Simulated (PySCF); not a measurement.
PySCF input for OPb, SMILES [Pb]=[O] (connectivity only; charge and spin as stated), neutral, multiplicity 1, IEF-PCM-ωB97X/def2-TZVPD. Coordinates come from a PBE0-D3(BJ)/def2-TZVP optimisation. The def2 effective core potentials stand for the cores of Pb; spin–orbit coupling is left out.

```python
import numpy as np
from pyscf import gto, scf, dft
from pyscf.solvent import pcm

mol = gto.M(
    atom='''
    Pb    0.00000000    0.00000000   -0.16920318
    O     0.00000000    0.00000000    1.73433261
    ''',
    basis='def2-TZVPD',
    ecp={'Pb': 'def2-tzvp'},
    charge=0,
    spin=0,
    max_memory=1600,
    verbose=3,
)
mf = dft.RKS(mol, xc='wb97x').density_fit(auxbasis='def2-universal-jkfit')
mf.grids.level = 3
mf.conv_tol = 1e-9
mf.max_cycle = 100
mf.kernel()
res = {}
for name, eps in {'water': 78.355, 'toluene': 2.3741, '1-octanol': 9.8629}.items():
    s = mf.PCM()
    s.with_solvent.method, s.with_solvent.eps, s.with_solvent.lebedev_order = 'IEF-PCM', eps, 29
    s.kernel(mf.make_rdm1())
    res[name] = (s.e_tot, eps, s.dip_moment(), s.mo_energy, s.converged)
    print(f'{name}: electrostatic solvation free energy {(s.e_tot - mf.e_tot) * 627.509474:.3f} kcal/mol')
```

Output:

```
converged SCF energy = -268.125013223117

WARN: PCM is an experimental feature. It is still in testing.
Features and APIs may be changed in the future.

converged SCF energy = -268.153238166025
Dipole moment(X, Y, Z, Debye): -0.00000,  0.00000, -7.78478
water: electrostatic solvation free energy -17.711 kcal/mol

WARN: PCM is an experimental feature. It is still in testing.
Features and APIs may be changed in the future.

converged SCF energy = -268.137219702191
Dipole moment(X, Y, Z, Debye): -0.00000,  0.00000, -6.23704
toluene: electrostatic solvation free energy -7.660 kcal/mol

WARN: PCM is an experimental feature. It is still in testing.
Features and APIs may be changed in the future.

converged SCF energy = -268.148864972287
Dipole moment(X, Y, Z, Debye): -0.00000,  0.00000, -7.35991
1-octanol: electrostatic solvation free energy -14.967 kcal/mol
```

Self-consistency was reached.

Cost: very roughly 18 core-seconds.
